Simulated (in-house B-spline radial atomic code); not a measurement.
The lead ion Pb⁵⁺: [He] 2s2 (2p1/2)2 (2p3/2)3 3s2 3p6 3d10 4s2 4p6 4d10 4f14 5s2 5p6 5d10 (with a hole in an inner shell)

Level of theory: Dirac-Hartree-Fock, average of the jj configuration, Fermi nucleus of rms radius 5.5012 fm; calculated with a radial B-spline atomic code at the basis-set limit.

Effective charges: Z_r = [3n² - l(l+1)]/(2<r>) from the radius, Z_e = n√(-2ε) from the energy, and Slater's rules. Values are occupation-weighted means over j. An effective charge above Z reflects the relativistic contraction of the inner shells.

```json
{"shell": "1s", "electrons": "2", "ε (eV)": "-89018", "<r> (bohr)": "0.01605", "Z_r": "93.47", "Z_e": "80.89", "Slater": "81.70"}
{"shell": "2s", "electrons": "2", "ε (eV)": "-16266", "<r> (bohr)": "0.06665", "Z_r": "90.02", "Z_e": "69.15", "Slater": "78.20"}
{"shell": "2p", "electrons": "5", "ε (eV)": "-14329", "<r> (bohr)": "0.06014", "Z_r": "83.14", "Z_e": "64.91", "Slater": "78.20"}
{"shell": "3s", "electrons": "2", "ε (eV)": "-4056.8", "<r> (bohr)": "0.1724", "Z_r": "78.32", "Z_e": "51.80", "Slater": "71.60"}
{"shell": "3p", "electrons": "6", "ε (eV)": "-3429.3", "<r> (bohr)": "0.1733", "Z_r": "72.11", "Z_e": "47.63", "Slater": "71.60"}
{"shell": "3d", "electrons": "10", "ε (eV)": "-2725", "<r> (bohr)": "0.1579", "Z_r": "66.49", "Z_e": "42.46", "Slater": "61.85"}
{"shell": "4s", "electrons": "2", "ε (eV)": "-1012.2", "<r> (bohr)": "0.3799", "Z_r": "63.18", "Z_e": "34.50", "Slater": "55.25"}
{"shell": "4p", "electrons": "6", "ε (eV)": "-798.94", "<r> (bohr)": "0.402", "Z_r": "57.21", "Z_e": "30.65", "Slater": "55.25"}
{"shell": "4d", "electrons": "10", "ε (eV)": "-530.62", "<r> (bohr)": "0.4217", "Z_r": "49.80", "Z_e": "24.98", "Slater": "43.85"}
{"shell": "4f", "electrons": "14", "ε (eV)": "-236.08", "<r> (bohr)": "0.4384", "Z_r": "41.06", "Z_e": "16.66", "Slater": "32.45"}
{"shell": "5s", "electrons": "2", "ε (eV)": "-232.92", "<r> (bohr)": "0.8485", "Z_r": "44.20", "Z_e": "20.69", "Slater": "25.35"}
{"shell": "5p", "electrons": "6", "ε (eV)": "-169.68", "<r> (bohr)": "0.9516", "Z_r": "38.36", "Z_e": "17.66", "Slater": "25.35"}
{"shell": "5d", "electrons": "10", "ε (eV)": "-89.502", "<r> (bohr)": "1.186", "Z_r": "29.09", "Z_e": "12.82", "Slater": "11.85"}
```

The least bound orbital is 5d5/2 at -88.15 eV, and it is also the most diffuse (<r> = 1.2 bohr). The part-filled 2p shell lies below the filled 5d shell in orbital energy.

For the 1s electron the small component carries 9.79 % of the norm, the zero-frequency Breit interaction raises the level by 337.1 eV, self-energy by 223 eV, and vacuum polarisation lowers it by 47.59 eV.
